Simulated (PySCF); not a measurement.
H7NSi2, charge +1, doublet, at a GFN2-xTB geometry (a state made from the parent by changing its charge; the spin is typed, not shown lowest). Base run: PBE/3-21G (PySCF).

Here is a job for PySCF.
```python
from pyscf import gto, scf, dft

mol = gto.M(
    atom='''
Si    1.57720490   -0.21844012    0.33719565
N    -0.03462093   -0.41558879   -0.33441382
Si   -1.55864659    0.44121370   -0.15793536
H     2.43384184   -0.15398708   -0.86251371
H     1.53144398    0.95247478    1.19537894
H     1.82435616   -1.52111277    0.98754272
H    -0.10026846   -1.20362026   -0.96852287
H    -2.49882484   -0.62606735    0.23482359
H    -1.88220977    0.82663940   -1.54636792
H    -1.32580884    1.51596464    0.79091202
''',
    basis='3-21g',
    charge=1,
    spin=1,
    verbose=4,
    symmetry=True,
)

mf = dft.UKS(mol)
mf.xc = 'pbe'
mf.kernel()
mf.analyze()
```

Variants of this job, named by their change:

```
change                              ΔE vs base (mEh)  point group used  SCF cycles        outcome
----------------------------------  ----------------  ----------------  ----------  -------------
base                                           0.000                C2          10      converged
symmetry = off                                 0.000                C1          10      converged
irrep_nelec = A:(10, 11) B:(11, 9)                 -                 -          50  not converged
irrep_nelec = A:(12, 11) B:(9, 9)              254.0                C2          13      converged
```

Open shells are given as the SCF converged; they aren't shown to be the lowest states, and a large step between rows can be another state.
